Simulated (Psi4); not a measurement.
ammonia borane (H6BN), singlet, at a GFN2-xTB geometry; WB97X/def2-SV(P) (Psi4 1.11).

Input for Psi4:
```
memory 2 GB

molecule {
0 1
  B    -0.91491923    0.11210003   -0.01661920
  N     0.73087909   -0.08955061    0.01327617
  H    -1.31399349   -0.64168266   -0.84737361
  H    -1.09154966    1.25500958   -0.29974635
  H    -1.29004994   -0.16052617    1.07999077
  H     0.93390981   -1.05286399    0.25124010
  H     1.12008257    0.53455889    0.70957279
  H     1.10004319    0.13185843   -0.90352092
}

set basis def2-sv(p)

energy('wb97x')
print_variables()
```

The log (banner, timings and long lists left out):

```
   => Loading Basis Set <=

    Name: DEF2-SV(P)
    Role: ORBITAL
    Keyword: BASIS

         ---------------------------------------------------------
                                   SCF
               by Justin Turney, Rob Parrish, Andy Simmonett
                          and Daniel G. A. Smith
                              RKS Reference
         ---------------------------------------------------------

  ==> Geometry <==

    Molecular point group: c1
    Full point group: C1

    Geometry (in Angstrom), charge = 0, multiplicity = 1:

       Center              X                  Y                   Z               Mass
    ------------   -----------------  -----------------  -----------------  -----------------
         B           -0.902560095796     0.110585736368    -0.016394698915    11.009305360000
         N            0.743238224204    -0.091064903632     0.013500671085    14.003074004430
         H           -1.301634355796    -0.643196953632    -0.847149108915     1.007825032230
         H           -1.079190525796     1.253495286368    -0.299521848915     1.007825032230
         H           -1.277690805796    -0.162040463632     1.080215271085     1.007825032230
         H            0.946268944204    -1.054378283632     0.251464601085     1.007825032230
         H            1.132441704204     0.533044596368     0.709797291085     1.007825032230
         H            1.112402324204     0.130344136368    -0.903296418915     1.007825032230

  Running in c1 symmetry.

  Rotational constants: A =      2.49227  B =      0.59398  C =      0.59398 [cm^-1]
  Rotational constants: A =  74716.26007  B =  17807.03210  C =  17807.03210 [MHz]
  Nuclear repulsion =   40.787996534314189

  Charge       = 0
  Multiplicity = 1
  Electrons    = 18
  Nalpha       = 9
  Nbeta        = 9

  ==> Algorithm <==

  SCF Algorithm Type is DF.
  DIIS enabled.
  MOM disabled.
  Fractional occupation disabled.
  Guess Type is SAD.
  Energy threshold   = 1.00e-06
  Density threshold  = 1.00e-06
  Integral threshold = 1.00e-12

  ==> Primary Basis <==

  Basis Set: DEF2-SV(P)
    Blend: DEF2-SV(P)
    Number of shells: 24
    Number of basis functions: 40
    Number of Cartesian functions: 42
    Spherical Harmonics?: true
    Max angular momentum: 2

  ==> DFT Potential <==

   => LibXC <=

    Version 7.1.2
    S. Lehtola, C. Steigemann, M. J. T. Oliveira, and M. A. L. Marques,  SoftwareX 7, 1–5 (2018) (10.1016/j.softx.2017.11.002)

[...]
   @DF-RKS iter   3:   -83.10062365022446   -4.09123e-02   1.35161e-03 ADIIS/DIIS
   @DF-RKS iter   4:   -83.10198242763090   -1.35878e-03   2.87626e-04 ADIIS/DIIS
   @DF-RKS iter   5:   -83.10207523425910   -9.28066e-05   3.75054e-05 DIIS
   @DF-RKS iter   6:   -83.10207810158421   -2.86733e-06   7.91743e-06 DIIS
   @DF-RKS iter   7:   -83.10207824820614   -1.46622e-07   1.20040e-06 DIIS
   @DF-RKS iter   8:   -83.10207825260726   -4.40112e-09   2.09907e-07 DIIS
  Energy and wave function converged.

  ==> Post-Iterations <==

   Electrons on quadrature grid:
      Ntotal   =   18.0000149190 ; deviation = 1.492e-05

    Orbital Energies [Eh]
    ---------------------

    Doubly Occupied:

[...]
    Virtual:

[...]
      40A      2.711050

    Final Occupation by Irrep:
              A
    DOCC [     9 ]
    NA   [     9 ]
    NB   [     9 ]

  @DF-RKS Final Energy:   -83.10207825260726

   => Energetics <=

    Nuclear Repulsion Energy =             40.7879965343141890
    One-Electron Energy =                -191.0130753161009807
    Two-Electron Energy =                  75.9650916274806747
    DFT Exchange-Correlation Energy =      -8.8420910983011272
    Empirical Dispersion Energy =           0.0000000000000000
    VV10 Nonlocal Energy =                  0.0000000000000000
    Total Energy =                        -83.1020782526072566

Computation Completed

Properties will be evaluated at   0.000000,   0.000000,   0.000000 [a0]

Properties computed using the SCF density matrix

 Multipole Moments:

 ------------------------------------------------------------------------------------
     Multipole            Electronic (a.u.)      Nuclear  (a.u.)        Total (a.u.)
 ------------------------------------------------------------------------------------

 L = 1.  Multiply by 2.5417464519 to convert [e a0] to [Debye]
 Dipole X            :          1.7734116            0.4203967            2.1938083
 Dipole Y            :         -0.2172587           -0.0515089           -0.2687676
 Dipole Z            :          0.0321872            0.0076364            0.0398236
 Magnitude           :                                                    2.2105694

 ------------------------------------------------------------------------------------

  Variable Map:
  ----------------------------------------------------------------------------
[...]
  Array Variable Map:
  ----------------------------------------------------------------------------
[...]
[...]
```
